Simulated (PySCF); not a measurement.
Working out the excitation energy of B

B [He] 2s2 2p1 (2P) → B [He] 2s1 2p2 (4P). Computed with PySCF 2.14 in aug-cc-pVTZ, with the non-relativistic Hamiltonian (point nucleus). Frozen: 1s2. Energies in hartree (1 hartree = 27.21139 eV):

```csv
part,B (lower),B (upper)
UHF,-24.532172,-24.451359
CCSD correlation,-0.064922,-0.016108
(T),-0.001357,-0.000106
```

Q: What does Hartree-Fock give?

A: (-24.451359) − (-24.532172) = 0.080813 hartree = 2.199 eV.

Q: What do CCSD and CCSD(T) give?

A: The CCSD correlation energies differ by 0.048814 hartree = 1.328 eV and the triples by 0.001251 hartree = 0.034 eV, so CCSD gives 3.527 eV and CCSD(T) 3.561 eV.
